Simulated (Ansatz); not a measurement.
System: C$_{2}$H$_{6}$AlCl, net charge 0, singlet state. 
Structure (B3LYP-D3(BJ)/def2-TZVP (Ansatz, an electronic-structure program) minimum search):
```xyz
10

C      1.5824    -1.4223     0.3588
Al    -0.0440    -0.3748     0.1496
C     -1.8580    -0.9283     0.5844
Cl     0.1857     1.5840    -0.6352
H      1.3887    -2.4255     0.7439
H      2.1059    -1.5198    -0.5964
H      2.2761    -0.9252     1.0428
H     -2.3000    -0.2565     1.3256
H     -1.9032    -1.9452     0.9793
H     -2.4995    -0.8787    -0.3000
```
Charge 0, spin multiplicity 1.

Parts of the frozen-core correlation energy in cc-pV(T+d)Z (Ansatz, hartree). Frozen orbitals: 12; correlated occupied orbitals by spin: 12 and 12; virtual: 198 and 198. No spin-orbit coupling. No relativistic terms.

```csv
term,value
reference (HF),-780.80262
MP2 opposite-spin,-0.48581
MP2 same-spin,-0.13912
CCSD correlation,-0.67499
(T),-0.02619
T1 diagnostic,0.009
largest doubles amplitude,0.023
```
